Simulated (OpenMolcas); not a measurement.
Dy2+ among 7 point charges of -1 e arranged as a pentagonal bipyramid (D5h), 2.49 Å from the ion, with the axial distance 2.938 Å.

```yaml
Program: OpenMolcas 26.06
Method: CASSCF
Basis: ANO-RCC-VDZP [7s6p4d2f1g]
Scalar_Hamiltonian: DKH2, point nucleus
Active_space: 10 electrons in 7 orbitals (4f)
State_averaging: 2S+1 = 5 even, 35 roots (33 in the spin-orbit step); 2S+1 = 3 even, 106 roots kept (CI in the orbitals of an earlier block); 2S+1 = 1 even, 37 roots kept (CI in the orbitals of an earlier block, 31 in the spin-orbit step)
Spin-orbit_coupling: RASSI with atomic mean-field integrals over the reference wave functions
```

**Question.** What is the spin-free ground state?

**Answer.** A state of multiplicity 5, 1-fold in its orbital part, 100 % from free-ion I terms; it has the highest spin that f10 allows.

**Question.** Where is the first state of the same spin?

**Answer.** A 2-fold state lies at 27.7 cm-1 above the ground state.

**Question.** What are the lowest two levels with spin-orbit coupling?

**Answer.** A 1-fold level, then a 2-fold level 12.6 cm-1 above it. Their leading multiplicities are 5 (95 %) and 5 (95 %).

**Question.** What is χT at 300 K, and how does it compare with the textbook value?

**Answer.** Hund's rules give f10 the level 5I8 with g = 1.250, so an isolated free-ion multiplet has χT = g² J(J+1) / 8 = 14.062 cm3 K/mol. The computed 13.915 at 300 K differs by -1 %, through the field's splitting, the mixing of terms and any other multiplet in reach.

High states are left out of the spin-orbit mixing, which shifts the levels that they would mix with. Point charges carry no covalency, so the field is a model and not that of real ligands. An unlabelled pair can be two single states that coincide in this model. A group larger than the point group allows holds several states that coincide in this model. The first state left out of the spin-orbit step lies near 43000 cm-1 above the lowest spin-free state of the reference (among the parities and spins computed), and the lists stop at four fifths of that energy or lower. No measured value stands beside these numbers.
